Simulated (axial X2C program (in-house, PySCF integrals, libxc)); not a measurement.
## Potential curves of GeS, 2c

Calculated with an in-house all-electron X2C program for linear molecules (integrals from PySCF). Two-component (2c) means X2C with spin–orbit coupling and atomic mean-field two-electron Coulomb and Gaunt terms. Basis: Ge dyall-cv3z [9s9p7d4f1g], S dyall-av3z [9s8p3d2f] (cores contracted in-house); Gaussian nuclei, density fitting, unrestricted open shells. Masses: Ge 73.921 u, S 31.972 u.

State: Ω = 0 (closed shell). Energies in kJ/mol from the lowest point of each curve. Fits are polynomials in 1 − R0/R over 0.85 to 1.23 times the lowest point R0.

```tsv
R (Å)	HF	CCSD(T)	CCSD	MP2
1.7539	128.55			152.87
1.8346	49.82	68.81	63.01	67.37
1.8950	17.25	30.32	26.27	29.31
1.9555	1.89	8.62	6.50	8.09
2.0160	0.00	0.00	0.00	0.00
2.0866	10.80	2.47	5.19	3.20
2.1571	31.99	14.87	20.60	16.50
2.2478	69.89	40.89	50.91	44.05
2.3587	126.39			88.26
2.5200	217.43			165.20
```

Correlated methods: 10 electrons correlated (number of frozen shells: Ge 3 s, 2 p, 1 d; S 2 s, 1 p), 234 virtual spin orbitals or spinors in MP2.

The state is a single determinant with fixed occupations, the lowest that a limited PBE0 search found. Closed shells are restricted here (equal orbitals for both partners); the stretched side of such a curve lies too high. Coupled cluster ran in a truncated set of natural virtual spinors; the MP2 energy of the rest was added. (T) has no such correction and the atoms are truncated less, which lowers De at CCSD(T) by a hundredth of an eV or more. With the outer-core shells frozen, correlated bond lengths of heavy atoms tend to come out a few hundredths of an ångström too long. Coupled cluster ran on the points near the minimum only. MP2 and coupled cluster on one determinant become unreliable at the stretched end.

Question: What are Re and ωe at the HF level?

Answer: At HF, 2c: Re = 1.995 Å, ωe ≈ 626 cm⁻¹; Be follows as 0.19 cm⁻¹.

Question: What are Re and ωe at the CCSD(T) level?

Answer: At CCSD(T), 2c: Re = 2.036 Å, ωe ≈ 562 cm⁻¹; Be follows as 0.182 cm⁻¹.

Question: Fit the CCSD curve near its minimum: give the equilibrium distance and the harmonic wavenumber.

Answer: At CCSD, 2c: Re = 2.022 Å, ωe ≈ 586 cm⁻¹; Be follows as 0.185 cm⁻¹.

Question: What are Re and ωe at the MP2 level?

Answer: At MP2, 2c: Re = 2.032 Å, ωe ≈ 570 cm⁻¹; Be follows as 0.183 cm⁻¹.
